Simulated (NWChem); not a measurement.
System meant: CH₃FMgO; SMILES C[O][Mg][F]

The following NWChem deck was run.

```
start job
memory heap 200 mb stack 900 mb global 1100 mb
geometry units angstroms noautoz
  Mg     0.068782    -1.014617    -0.000038
  F      0.504505    -2.719232     0.000676
  O     -0.366826     0.691677    -0.000751
  C     -0.707087     2.022058    -0.001307
  H     -1.305292     2.299816     0.889348
  H      0.184389     2.680464    -0.004596
  H     -1.310411     2.297756    -0.889132
end
basis spherical
  * library def2-svp
end
dft
  xc pbe0
  iterations 4
  mulliken
end
task dft energy
```

End of the output:

```
    Atom       Charge   Shell Charges
 -----------   ------   -------------------------------------------------------
    1 Mg  12    11.53   2.00  1.93  0.26  0.07  5.84  0.61  0.29  0.54
    2 F    9     9.27   1.98  1.01  0.77  3.21  2.30  0.00
    3 O    8     8.29   1.97  0.88  0.59  2.77  2.08  0.01
    4 C    6     5.93   1.96  0.57  0.30  1.82  1.14  0.14
    5 H    1     0.99   0.66  0.27  0.06
    6 H    1     0.99   0.66  0.27  0.06
    7 H    1     0.99   0.66  0.27  0.06

 center of mass
 --------------
 x =  -0.00000000 y =  -0.00000000 z =  -0.27779740

 moments of inertia (a.u.)
 ------------------
         860.370369560620          -0.000000000000           0.000000000000
          -0.000000000000         860.370369560620           0.000000000000
           0.000000000000           0.000000000000          11.384256879062

     Multipole analysis of the density
     ---------------------------------

     L   x y z        total         alpha         beta         nuclear
     -   - - -        -----         -----         ----         -------
     0   0 0 0      0.000000    -19.000000    -19.000000     38.000000

     1   1 0 0     -0.000000     -0.000000     -0.000000      0.000000
     1   0 1 0      0.000000      0.000000      0.000000      0.000000
     1   0 0 1      0.646812      0.323406      0.323406      0.000000

     2   2 0 0    -18.220945    -11.934439    -11.934439      5.647933
     2   1 1 0      0.000000      0.000000      0.000000      0.000000
     2   1 0 1     -0.000000     -0.000000     -0.000000     -0.000000
     2   0 2 0    -18.220945    -11.934439    -11.934439      5.647933
     2   0 1 1      0.000000      0.000000      0.000000      0.000000
     2   0 0 2    -28.731127   -245.115211   -245.115211    461.499295

 ------------------------------------------------------------------------
 dft energy failed                                                                                  0
 ------------------------------------------------------------------------
 ------------------------------------------------------------------------
  current input line :
    20: task dft energy
 ------------------------------------------------------------------------
 ------------------------------------------------------------------------
 This type of error is most commonly associated with calculations not reaching convergence criteria
 ------------------------------------------------------------------------
 For more information see the NWChem manual at https://nwchemgit.github.io

0:dft energy failed:Received an Error in Communication
```

**Question.** Find the fault in this run and fix the input.

**Answer.** Convergence was not reached. Cause: the SCF was allowed too few iterations. This input runs:
```
start job
memory heap 200 mb stack 900 mb global 1100 mb
geometry units angstroms noautoz
  Mg     0.068782    -1.014617    -0.000038
  F      0.504505    -2.719232     0.000676
  O     -0.366826     0.691677    -0.000751
  C     -0.707087     2.022058    -0.001307
  H     -1.305292     2.299816     0.889348
  H      0.184389     2.680464    -0.004596
  H     -1.310411     2.297756    -0.889132
end
basis spherical
  Mg library def2-svp
  F library def2-svp
  O library def2-svp
  C library def2-svp
  H library def2-svp
end
dft
  xc pbe0
  iterations 150
  mulliken
end
task dft energy
```
It converges to -414.58278 Ha (PBE0/def2-SVP).
